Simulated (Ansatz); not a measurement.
Mulliken charges of `N[C@@H](F)[Si@@H](F)Cl` from B3LYP/def2-TZVPP in Ansatz (PBE0-D4/def2-TZVP geometry).

```json
{"atom": "N1", "x (Å)": "-1.183", "y (Å)": "-0.881", "z (Å)": "0.111", "charge (e)": "-0.303"}
{"atom": "C2", "x (Å)": "0.002", "y (Å)": "-0.507", "z (Å)": "-0.539", "charge (e)": "0.094"}
{"atom": "F3", "x (Å)": "-0.200", "y (Å)": "0.052", "z (Å)": "-1.821", "charge (e)": "-0.249"}
{"atom": "Si4", "x (Å)": "0.959", "y (Å)": "0.729", "z (Å)": "0.524", "charge (e)": "0.695"}
{"atom": "F5", "x (Å)": "2.174", "y (Å)": "1.319", "z (Å)": "-0.310", "charge (e)": "-0.303"}
{"atom": "Cl6", "x (Å)": "-0.296", "y (Å)": "2.257", "z (Å)": "1.027", "charge (e)": "-0.238"}
{"atom": "H7", "x (Å)": "-1.684", "y (Å)": "-1.631", "z (Å)": "-0.343", "charge (e)": "0.140"}
{"atom": "H8", "x (Å)": "-1.800", "y (Å)": "-0.104", "z (Å)": "0.305", "charge (e)": "0.150"}
{"atom": "H9", "x (Å)": "0.617", "y (Å)": "-1.399", "z (Å)": "-0.704", "charge (e)": "0.088"}
{"atom": "H10", "x (Å)": "1.494", "y (Å)": "0.115", "z (Å)": "1.753", "charge (e)": "-0.075"}
```

Problem. By hand: the dipole of these point charges (1 e Å = 4.8032 D).

Solution. Σ q r = (-0.077, -0.600, 0.387) e Å, of length 0.718 e Å = 3.45 D.

Problem. How does the dipole of the full density compare? (Best estimate.)

Solution. Ansatz gave: (-0.228, -0.428, 0.216) e Å, 2.55 D; the point charges give 1.35 times that, at 20° from its direction.

Point charges leave out the atoms' own dipoles, such as those of lone pairs, and Mulliken's split depends on the basis, so the two needn't agree.

B3LYP here is the variant with VWN-RPA as its local correlation; programs differ in this.
